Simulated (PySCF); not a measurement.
# Polarisability and C₆ of Cl⁻ (chlorine, charge -1)

[Ar], closed-shell 1S. Calculation: PySCF 2.14, in aug-cc-pCVTZ-DK with one added diffuse shell each of s, p, d, f type (9s8p6d4f, 91 functions); the spin-free X2C one-electron Hamiltonian (Gaussian nucleus). Coupled (time-dependent) response in atomic units; α is the mean over directions.

```
method  mean α (bohr³)  C₆ (like pair)  S(−4)
   UHF           31.40           267.5  373.1
  PBE0           38.71           338.0  747.5
 HSE06           38.84           339.8  747.3
```

S(−4) is the Cauchy moment in α(ω) = α(0) + S(−4) ω² + …

α(iu) at PBE0:

| u (hartree) | α(iu) (bohr³) |
| --- | --- |
| 0 | 38.71 |
| 0.0500 | 36.99 |
| 0.100 | 33.12 |
| 0.200 | 25.05 |
| 0.300 | 19.01 |
| 0.500 | 11.76 |
| 0.750 | 7.228 |
| 1.00 | 4.843 |
| 1.50 | 2.581 |
| 2.00 | 1.597 |
| 3.00 | 0.7932 |
| 5.00 | 0.3279 |

For an ion, C₆ is the dispersion term alone; charge-induced terms of lower order in 1/R come first.
